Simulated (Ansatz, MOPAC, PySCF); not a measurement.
System: GeI, charge 0, multiplicity 2. SMILES: [Ge][I]
Coordinates optimised at B3LYP-D3(BJ)/def2-TZVP (Ansatz, a first-principles code):
```xyz
2

Ge     0.0000     0.0000    -1.5933
I      0.0000     0.0000     0.9620
```
Charge 0, spin multiplicity 2.

Unscaled harmonic wavenumbers (cm⁻¹) in rising order, each level at the stationary point that it reaches from this structure (no distance between atoms moves by over 0.3 Å); the order of modes can differ between levels, and a negative number is imaginary. B3LYP-D3(BJ)/def2-TZVP (PySCF, at the structure above): 234.

PM7 (MOPAC): 242. Zero-point energy 0.3 against 0.3 kcal/mol.

HF/3-21G (Ansatz): 203. Zero-point energy 0.3 against 0.3 kcal/mol.

HF/LANL2DZ (Ansatz): 204. Zero-point energy 0.3 against 0.3 kcal/mol.

B3LYP/LANL2DZ (Ansatz): 208. Zero-point energy 0.3 against 0.3 kcal/mol.
